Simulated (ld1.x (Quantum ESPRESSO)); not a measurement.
Al (Z = 13), TM: configuration errors across variants

ld1.x (Quantum ESPRESSO) 7.5 input, shortened:

```
&input
   title='Al', zed=13., rel=1, dft='PBESOL', iswitch=3,
   config='[Ne] 3s2 3p1'
 /
 &inputp
   pseudotype=2, tm=.true., lloc=0,
   nlcc=.true., new_core_ps=.true., rcore=0.95
 /
2
3P  2  1   1.00   0.00  2.15  2.15  0.0
3S  1  0   2.00   0.00  1.65  1.65  0.0
 &test
   configts(1)='3s2 3p1'
 /
```

All-electron excitation energies from the reference (eV): (1) 3s2 3p0 5.736; (2) 3s1 3p0 24.906; (3) 3s2 3p0.5 2.074; (4) 3s1 3p2 5.119; (5) 3s0 3p3 10.405; (6) 3s1 3p1 11.527; (7) 3s2 3p1.3 -0.568.

A true bound ghost makes a file unfit for plane-wave use even where its test errors are small: the radial tests pick states by their node count and pass the ghost by.

Errors AE − PS in meV (a dash: test not solved or not reliable):

| change | (1) | (2) | (3) | (4) | (5) | (6) | (7) | bound ghosts |
| --- | --- | --- | --- | --- | --- | --- | --- | --- |
| base | +1.5 | +11 | +0.3 | -2.1 | -8.5 | +3.7 | +0.1 | none |
| wave 3s (bound): rc 1.65 bohr becomes 3s (bound): rc 1.10 bohr | +2.1 | +131 | -1.5 | -11 | -175 | -6.5 | -0.7 | p, s (extra level of the local part) |
| wave 3s (bound): rc 1.65 bohr becomes 3s (bound): rc 1.26 bohr | +2.4 | +32 | +0.5 | -4.0 | -22 | +12 | +0.1 | none |
| wave 3s (bound): rc 1.65 bohr becomes 3s (bound): rc 1.46 bohr | +1.9 | +14 | +0.4 | -2.8 | -12 | +4.7 | +0.1 | none |
| wave 3s (bound): rc 1.65 bohr becomes 3s (bound): rc 1.72 bohr | +1.5 | +10 | +0.3 | -2.1 | -8.1 | +3.6 | +0.1 | none |
| wave 3s (bound): rc 1.65 bohr becomes 3s (bound): rc 1.84 bohr | +1.4 | +10 | +0.3 | -1.9 | -7.2 | +3.6 | +0.1 | none |
| wave 3s (bound): rc 1.65 bohr becomes 3s (bound): rc 2.22 bohr | +1.8 | +9.6 | +0.3 | -3.6 | -15 | +2.6 | +0.1 | none |
| wave 3s (bound): rc 1.65 bohr becomes 3s (bound): rc 2.50 bohr | +3.1 | +8.7 | +0.6 | -8.6 | -38 | -0.9 | +0.1 | none |

Give the same row for: wave 3s (bound): rc 1.65 bohr becomes 3s (bound): rc 2.02 bohr.

+1.5, +9.9, +0.3, -2.3, -9.0, +3.4, +0.1; bound ghosts: none.
